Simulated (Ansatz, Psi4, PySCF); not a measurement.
HIn, charge -1, doublet, at a GFN2-xTB geometry (such geometries of metal compounds can be far from the true shape) (a state made from the parent by changing its charge; the spin is typed, not shown lowest) (core potentials on In), atoms displaced at random by about 0.08 Å a coordinate. Base run: HF/def2-TZVP, gradient in PySCF.

The PySCF input:
```python
from pyscf import gto, scf

mol = gto.Mole()
mol.atom = '''
    In   -0.063514   -0.029202   -0.134380
    H    -0.077242    0.057136    1.788487
'''
mol.basis = 'def2-tzvp'
mol.ecp = {'In': 'def2-tzvp'}
mol.charge = -1
mol.spin = 1
mol.verbose = 4
mol.build()

mf = scf.UHF(mol)
mf.kernel()
g = mf.nuc_grad_method()
grad = g.kernel()
```

Programs used: Ansatz (an electronic-structure program), Psi4, PySCF; a row that names a program was run with it.

The coordinate followed is y of atom 2.

Variants of this job, named by their change:

```csv
change,dE/dx (Eh/bohr),net force (Eh/bohr)
base,0.000149,0.000000
finite difference step (bohr) = 1e-5; conv_tol = 1e-11,0.000149,-
code = psi4,0.000148,0.000000
density fitting = on,0.000148,0.000000
finite difference step (bohr) = 1e-3; conv_tol = 1e-11,0.000149,-
finite difference step (bohr) = 1e-4; conv_tol = 1e-11,0.000149,-
conv_tol = 1e-11,0.000149,0.000000
density fitting = on; auxbasis_response = off,0.000148,0.000036
finite difference step (bohr) = 0.2; conv_tol = 1e-11,0.000162,-
code = ansatz,0.000149,0.000000
finite difference step (bohr) = 0.01; conv_tol = 1e-11,0.000149,-
finite difference step (bohr) = 0.05; conv_tol = 1e-11,0.000149,-
```

The net force is zero for an exact gradient.

Open shells are given as the SCF converged; they aren't shown to be the lowest states, and a large step between rows can be another state.
